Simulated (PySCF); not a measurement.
NMR parameters of Si(vinyl)2(OAc)2

Si(vinyl)2(OAc)2, C8H12O4Si, point group C1.

Cartesian coordinates in Å; atom numbers follow the order of the lines, from 1:
```xyz
25

Si    0.307   -0.069    0.281
C     0.274   -0.090    2.130
C    -0.384   -1.020    2.832
H     0.816    0.702    2.659
H    -0.944   -1.820    2.336
H    -0.394   -1.019    3.928
C     1.983   -0.259   -0.472
C     3.071   -0.492    0.270
H     2.071   -0.192   -1.562
H     3.022   -0.570    1.362
H     4.064   -0.613   -0.178
O    -0.517    1.288   -0.360
C    -0.046    2.506   -0.071
C    -0.819    3.600   -0.740
O     0.905    2.666    0.655
H    -0.409    4.576   -0.457
H    -1.879    3.531   -0.454
H    -0.770    3.466   -1.830
O    -0.738   -1.341   -0.163
C    -0.936   -1.685   -1.446
C    -1.919   -2.808   -1.584
O    -0.376   -1.137   -2.359
H    -2.048   -3.066   -2.640
H    -2.882   -2.509   -1.144
H    -1.563   -3.681   -1.018
```

GIAO calculations in PySCF 2.14 on the PBE0-D3(BJ)/def2-SVP structure: isolated species, non-relativistic, equivalent atoms averaged; basis pcSseg-1.

Problem. Give the isotropic shieldings (ppm) with PBE0, wB97X-D.

Solution. 
| atoms | environment | PBE0 | wB97X-D |
| --- | --- | --- | --- |
| Si1 | silicon bonded to 2 C, 2 O | 371.2 | 371.5 |
| O15/O22 | oxygen bonded to C | -138.6 | -133.9 |
| O12/O19 | oxygen bonded to C, Si | 104.4 | 109.2 |
| C13/C20 | carbon bonded to C, 2 O | 8.3 | 7.2 |
| C3/C8 | carbon bonded to C, 2 H | 34.9 | 34.1 |
| C2/C7 | carbon bonded to C, Si, H | 45.7 | 45.9 |
| C14/C21 | carbon bonded to C, 3 H | 161.5 | 160.7 |
| H4/H9 | hydrogen on a carbon bonded to C, Si | 24.56 | 24.74 |
| H5/H6/H10/H11 | hydrogen on a carbon bonded to C | 24.77 | 24.89 |
| H16/H17/H18/H23/H24/H25 | hydrogen on a carbon bonded to C | 29.23 | 29.34 |
| HOMO–LUMO gap (eV) | – | 7.08 | 10.80 |

Problem. And the chemical shifts, against references computed in the same way?

Solution. 
```json
{"atoms": "Si1", "nucleus, reference": "²⁹Si, TMS", "PBE0": "-19.2", "wB97X-D": "-18.6"}
{"atoms": "O15/O22", "nucleus, reference": "¹⁷O, H2O", "PBE0": "473.2", "wB97X-D": "467.0"}
{"atoms": "O12/O19", "nucleus, reference": "¹⁷O, H2O", "PBE0": "230.1", "wB97X-D": "224.0"}
{"atoms": "C13/C20", "nucleus, reference": "¹³C, TMS", "PBE0": "176.1", "wB97X-D": "177.3"}
{"atoms": "C3/C8", "nucleus, reference": "¹³C, TMS", "PBE0": "149.5", "wB97X-D": "150.4"}
{"atoms": "C2/C7", "nucleus, reference": "¹³C, TMS", "PBE0": "138.7", "wB97X-D": "138.7"}
{"atoms": "C14/C21", "nucleus, reference": "¹³C, TMS", "PBE0": "22.9", "wB97X-D": "23.8"}
{"atoms": "H4/H9", "nucleus, reference": "¹H, TMS", "PBE0": "6.71", "wB97X-D": "6.64"}
{"atoms": "H5/H6/H10/H11", "nucleus, reference": "¹H, TMS", "PBE0": "6.50", "wB97X-D": "6.49"}
{"atoms": "H16/H17/H18/H23/H24/H25", "nucleus, reference": "¹H, TMS", "PBE0": "2.04", "wB97X-D": "2.04"}
```

Problem. Which part of the shielding of Si1 depends on the functional?

Solution. Diamagnetic: PBE0 889, wB97X-D 889 ppm; paramagnetic: PBE0 -518, wB97X-D -518 ppm.

The averaged O atoms aren't alike in the static structure (σ from 95 to 114 ppm); the average presumes fast exchange among these sites. Unscaled 17O shifts of doubly bonded oxygen tend to come out too high, by tens of ppm or more. Experimental scales use liquid or dissolved standards, which lie at an offset from isolated H2O (liquid H2O: subtract about 36 ppm).
